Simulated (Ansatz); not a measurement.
The cluster YSi6⁺. The state is a triplet with charge 1. Geometry PBE-D4/def2-SVP, that of the neutral doublet; atoms count from 1.

```csv
atom,x (Å),y (Å),z (Å)
Y1,0.398,1.721,-1.376
Si2,-0.482,-1.302,0.243
Si3,-0.711,1.065,1.047
Si4,-1.809,0.091,-1.142
Si5,0.252,-0.721,2.427
Si6,1.560,0.128,0.533
Si7,0.791,-0.982,-1.731
```

In the def2 sets Y takes a core potential; there is no spin–orbit coupling. Another isomer (doublet) lies 0.07 eV lower at r2SCAN-D4/def2-TZVP.

(1) Estimate the Mulliken populations from the PBE0/def2-TZVP orbitals of Ansatz.

(2) Where does the spin sit?

(3) And the Mayer bond orders between bonded heavy atoms (over 0.3)?

## Answers

(1) 
```csv
atom,charge (e),spin (α − β),d electrons
Y1,0.77,0.51,1.46
Si2,0.09,-0.08,–
Si3,0.00,0.30,–
Si4,0.02,0.49,–
Si5,0.10,0.00,–
Si6,0.00,0.30,–
Si7,0.02,0.49,–
```
Mulliken values and Mayer orders depend strongly on the basis.

(2) Summed by element: Y 0.51, Si 1.49, of 2 unpaired in all. Largest on single atoms: Y1 0.51, Si7 0.49, Si4 0.49.

(3) Y1–Si3 0.74 (2.74 Å); Y1–Si4 0.75 (2.75 Å); Y1–Si6 0.74 (2.74 Å); Y1–Si7 0.75 (2.75 Å); Si2–Si3 0.53 (2.51 Å); Si2–Si4 0.82 (2.37 Å); Si2–Si5 0.81 (2.38 Å); Si2–Si6 0.53 (2.51 Å); Si2–Si7 0.82 (2.37 Å); Si3–Si4 0.59 (2.64 Å); Si3–Si5 0.76 (2.45 Å); Si3–Si6 0.56 (2.51 Å); Si5–Si6 0.76 (2.45 Å); Si6–Si7 0.59 (2.64 Å). Values over 0.3 also appear between atoms too far apart for a bond (Si4–Si7 0.36 at 2.87 Å); they arise where an orbital or an unpaired electron spreads over both atoms.
